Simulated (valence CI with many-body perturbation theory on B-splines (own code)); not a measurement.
Ba⁴⁹⁺: fill in the table

Level of theory: relativistic CI+MBPT: five valence electrons over a frozen Dirac-Fock core [He], radial functions for each j: 11 s, 11 p, 10 d, 8 f, 5 g, 2 h, with the one-electron correlation potential Σ1 (screened to all orders), the two-electron term Σ2, the three-electron term Σ3, Breit, model QED; selected single and double excitations, second order for the rest, scaled by the run's own slope (own B-spline code, finite nucleus).

No measured spectrum was set against this ion. As an estimate, large intervals hold to a few tenths of a per cent, small ones and those within an open d or f shell to about a per cent. Among the levels kept, up to 7300 cm⁻¹ of a level comes from second order outside the variational space, and about a tenth of that is noise between levels of different J, which matters for small intervals.

| Level | E (× 10³ cm⁻¹) |
| --- | --- |
| (2s^2 2p1/2^2 2p3/2) J=3/2 | 0.00 |
| (2s^2 2p1/2 2p3/2^2) J=3/2 | 3076.8 |
| (2s^2 2p1/2 2p3/2^2) J=5/2 | ? |
| (2s^2 2p1/2 2p3/2^2) J=1/2 | 3509.5 |
| (2s 2p1/2^2 2p3/2^2) J=5/2 | 4926.7 |
| (2s 2p1/2^2 2p3/2^2) J=1/2 | 5509.5 |
| (2s 2p1/2^2 2p3/2^2) J=3/2 | ? |
| (2s^2 2p3/2^3) J=3/2 | 6596.2 |
| (2s 2p1/2 2p3/2^3) J=3/2 [a] | 8170.6 |
| (2s 2p1/2 2p3/2^3) J=5/2 | 8441.6 |
| (2s 2p1/2 2p3/2^3) J=1/2 | ? |
| (2s 2p1/2 2p3/2^3) J=3/2 [b] | 8846.5 |
| (2p1/2^2 2p3/2^3) J=3/2 | 10891 |
| (2s 2p3/2^4) J=1/2 | 11974 |
| (2p1/2 2p3/2^4) J=1/2 | ? |
| (2s^2 2p1/2^2 3s) J=1/2 | ? |
| (2s^2 2p1/2^2 3p1/2) J=1/2 | 40419 |
| (2s^2 2p1/2^2 3p3/2) J=3/2 | 41434 |
| (2s^2 2p1/2^2 3d3/2) J=3/2 | 41971 |
| (2s^2 2p1/2^2 3d5/2) J=5/2 | ? |

Levels are named by their leading jj configuration (3d3/2^4 stands for four electrons in 3d with j = 3/2), which in mixed levels can hold well under half, so a name can repeat and another be missing. Letters in brackets count levels of one name in rising energy.

**Question.** The levels stand in rising order. What does the calculation give for the missing energies?

**Answer.** (2s^2 2p1/2 2p3/2^2) J=5/2 3242.4; (2s 2p1/2^2 2p3/2^2) J=3/2 5522.0; (2s 2p1/2 2p3/2^3) J=1/2 8758.3; (2p1/2 2p3/2^4) J=1/2 14144; (2s^2 2p1/2^2 3s) J=1/2 39859; (2s^2 2p1/2^2 3d5/2) J=5/2 42300.
